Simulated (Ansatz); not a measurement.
CH$_{4}$ClNSSi at its PBE0-D4/def2-TZVP geometry, where that method's forces vanish. Charge 0, multiplicity 1. The bonds changed during the relaxation, so this is another structure than the one it started from.

```xyz
9

N    -1.1121    0.7341   -0.6173
C    -0.5446    0.1700    0.4304
S     1.7723    0.9027    1.0469
Si    1.0175   -0.8292    0.3514
Cl    1.2721   -1.3662   -1.6361
H    -1.6974    1.5492   -0.5312
H    -0.7614    0.5215   -1.5401
H    -0.9747    0.4212    1.3937
H     1.0284   -2.1034    1.1024
```

Task: What forces (eV/Å) does r2SCAN-D4/def2-TZVPP give on these atoms in the Gaussian-basis code of Ansatz? (Best estimate.)

Result: Ansatz gave: 
```
N1  -0.166  0.108 -0.228
C2   0.102 -0.222  0.272
S3   0.146  0.106  0.070
Si4 -0.087 -0.038  0.029
Cl5  0.015 -0.027 -0.081
H6  -0.014  0.034 -0.013
H7   0.013  0.009 -0.028
H8  -0.014  0.017 -0.020
H9   0.005  0.014 -0.001
```
